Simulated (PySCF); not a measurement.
# GeO: frontier orbitals

M06-L at R = 1.628 Å; Ge def2-TZVPPD, O def2-TZVPPD; no relativity (PySCF 2.14). State: ¹Σ⁺ (singlet), closed shell. Only the outer orbitals are listed, counted within each symmetry.

```json
{"orbital": "8σ", "occ.": "2", "ε (eV)": "-24.12", "on Ge (%)": "25", "main shells (%)": "74 O s, 11 Ge s"}
{"orbital": "9σ", "occ.": "2", "ε (eV)": "-11.51", "on Ge (%)": "72", "main shells (%)": "71 Ge s, 21 O p"}
{"orbital": "4π", "occ.": "2", "ε (eV)": "-7.63", "on Ge (%)": "20", "main shells (%)": "79 O p, 18 Ge p"}
{"orbital": "4π", "occ.": "2", "ε (eV)": "-7.63", "on Ge (%)": "20", "main shells (%)": "79 O p, 18 Ge p"}
{"orbital": "10σ", "occ.": "2", "ε (eV)": "-7.27", "on Ge (%)": "48", "main shells (%)": "49 O p, 27 Ge p, 20 Ge s"}
{"orbital": "5π", "occ.": "0", "ε (eV)": "-2.61", "on Ge (%)": "83", "main shells (%)": "76 Ge p, 16 O p"}
{"orbital": "5π", "occ.": "0", "ε (eV)": "-2.61", "on Ge (%)": "83", "main shells (%)": "76 Ge p, 16 O p"}
{"orbital": "11σ", "occ.": "0", "ε (eV)": "0.54", "on Ge (%)": "103", "main shells (%)": "53 Ge p, 26 Ge d, 24 Ge s"}
```

Q: Which are the highest filled and the lowest empty level, where do they sit, and how wide is the gap?

A: Highest filled 10σ at -7.27 eV (in %: 49 O p, 27 Ge p, 20 Ge s); lowest empty 5π at -2.61 eV (in %: 76 Ge p, 16 O p); the gap at M06-L is 4.66 eV.

| Property | Result |
| --- | --- |
| bond order (Mayer) | 1.96 |
| ⟨S²⟩ | 0.000 |
| charge on Ge (Mulliken, basis-dependent) | 0.39 |
| charge on Ge (Löwdin, basis-dependent) | 0.77 |
| dipole moment (positive dipole means Ge(−)O(+)) | -3.25 D |

Shares are Mulliken populations and can fall outside 0 to 100 %.
